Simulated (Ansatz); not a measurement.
Input for Ansatz (a quantum-chemistry and plane-wave program): U-PBE0/def2-TZVPP on HfAl, 2S+1 = 4, a spin state set in the input, which need not be the lowest. Elements past Kr take the def2 small-core potentials; no spin–orbit coupling.

Ansatz 0.2 input:
```yaml
crystal:
  periodic: [false, false, false]
  atoms:
    - {symbol: Hf, position_ang: [0.00000000, 0.00000000, 0.00000000]}
    - {symbol: Al, position_ang: [0.00000000, 0.00000000, 2.81200000]}
basis:
  gaussian:
    orbitals: def2-TZVPP
hamiltonian:
  xc: {name: PBE0}
magnetization: {spin_polarized: true, initial_magnetization: 3}
relax: {f_tol: 0.002, max_steps: 120}
```

Output:

```
WARN ansatz: RAYON_NUM_THREADS=1 ignored (pool sized by the plan → 1); use --threads N
Functional definition: PBE0
integrals: 0.03 GiB planned
704 factors; their error is unknown
mean field: 0.34 GiB planned
mean field evaluation 1: about -7894.5174 eV, gradient 1.0e1 eV
mean field evaluation 2: about -7892.4249 eV, gradient 1.9e1 eV
mean field evaluation 4: about -7895.4008 eV, gradient 2.4e0 eV
mean field evaluation 8: about -7895.4869 eV, gradient 9.0e-2 eV
mean field evaluation 16: about -7895.4875 eV, gradient 1.4e-3 eV
mean field evaluation 32: about -7895.5023 eV, gradient 3.2e-5 eV
mean field -7895.50230513 eV, -290.1543579498 hartree, gradient 1.1e-6 eV, S^2 3.877686; 4 other end points of the search recorded, 0 dependent functions left out
the calculation of the forces begins
reference -7895.50232739 eV, -290.1543587678 hartree; 14, 11 occupied and 84, 87 virtual orbitals, 704 factors
relax step   1: F+E_penalty+E_count = -7895.50230513 eV  Δ(F+E_penalty+E_count) = +0.000e0 eV  max|allowed force component| = 7.690e-1 eV/Å  Δτ_max = 0.0000 Å  (238 SCF iters, accepted)
these checks for a lower state are left out or cut short: starts, cluster_reference, orbital_swaps, neighbouring_geometries, increment
integrals: 0.03 GiB planned
704 factors; their error is unknown
mean field: 0.34 GiB planned
mean field evaluation 64: about -7895.5600 eV, gradient 1.7e-5 eV
mean field -7895.56000417 eV, -290.1564783504 hartree, gradient 1.7e-5 eV, S^2 3.881253; 0 other end points of the search recorded, 0 dependent functions left out
the calculation of the forces begins
reference -7895.56002629 eV, -290.1564791635 hartree; 14, 11 occupied and 84, 87 virtual orbitals, 704 factors
relax step   2: F+E_penalty+E_count = -7895.56000417 eV  Δ(F+E_penalty+E_count) = -5.770e-2 eV  max|allowed force component| = 2.180e-1 eV/Å  Δτ_max = 0.0563 Å  (87 SCF iters, accepted)
these checks for a lower state are left out or cut short: starts, cluster_reference, orbital_swaps, neighbouring_geometries, increment
integrals: 0.03 GiB planned
704 factors; their error is unknown
mean field: 0.34 GiB planned
mean field -7895.56346021 eV, -290.1566053577 hartree, gradient 1.5e-5 eV, S^2 3.882591; 0 other end points of the search recorded, 0 dependent functions left out
the calculation of the forces begins
reference -7895.56348228 eV, -290.1566061687 hartree; 14, 11 occupied and 84, 87 virtual orbitals, 704 factors
relax step   3: F+E_penalty+E_count = -7895.56346021 eV  Δ(F+E_penalty+E_count) = -3.456e-3 eV  max|allowed force component| = 7.013e-2 eV/Å  Δτ_max = 0.0223 Å  (69 SCF iters, accepted)
these checks for a lower state are left out or cut short: starts, cluster_reference, orbital_swaps, neighbouring_geometries, increment
integrals: 0.03 GiB planned
704 factors; their error is unknown
mean field: 0.34 GiB planned
mean field -7895.56381522 eV, -290.1566184040 hartree, gradient 1.9e-5 eV, S^2 3.882262; 0 other end points of the search recorded, 0 dependent functions left out
the calculation of the forces begins
reference -7895.56383730 eV, -290.1566192155 hartree; 14, 11 occupied and 84, 87 virtual orbitals, 704 factors
relax step   4: F+E_penalty+E_count = -7895.56381522 eV  Δ(F+E_penalty+E_count) = -3.550e-4 eV  max|allowed force component| = 4.142e-3 eV/Å  Δτ_max = 0.0054 Å  (69 SCF iters, accepted)
these checks for a lower state are left out or cut short: starts, cluster_reference, orbital_swaps, neighbouring_geometries, increment
integrals: 0.03 GiB planned
704 factors; their error is unknown
mean field: 0.34 GiB planned
mean field -7895.56381649 eV, -290.1566184507 hartree, gradient 1.1e-5 eV, S^2 3.882280; 0 other end points of the search recorded, 0 dependent functions left out
the calculation of the forces begins
reference -7895.56383857 eV, -290.1566192622 hartree; 14, 11 occupied and 84, 87 virtual orbitals, 704 factors
relax step   5: F+E_penalty+E_count = -7895.56381649 eV  Δ(F+E_penalty+E_count) = -1.272e-6 eV  max|allowed force component| = 7.020e-5 eV/Å  Δτ_max = 0.0003 Å  (82 SCF iters, accepted)
integrals: 0.03 GiB planned
704 factors; their error is unknown
mean field: 0.34 GiB planned
mean field evaluation 96: about -7894.5147 eV, gradient 1.1e1 eV
mean field evaluation 128: about -7895.0037 eV, gradient 4.7e0 eV
mean field -7895.56381649 eV, -290.1566184507 hartree, gradient 1.1e-5 eV, S^2 3.882280; 6 other end points of the search recorded, 0 dependent functions left out
the calculation of the forces begins
reference -7895.56383857 eV, -290.1566192622 hartree; 14, 11 occupied and 84, 87 virtual orbitals, 704 factors
Total energy: -7895.56383857 eV, -290.1566192622 hartree
Atom 0 at     0.000000    -0.000000     0.073393 Å, force    -0.000000    -0.000000     0.000070 eV/Å
Atom 1 at    -0.000000     0.000000     2.738607 Å, force     0.000000    -0.000000    -0.000070 eV/Å
Dipole moment:    -0.000000     0.000000    -0.360387 e Å
```

Self-consistency was reached. Its determinant has ⟨S²⟩ = 3.88, a mixture of spin states.

Cost: roughly 40 core-seconds.
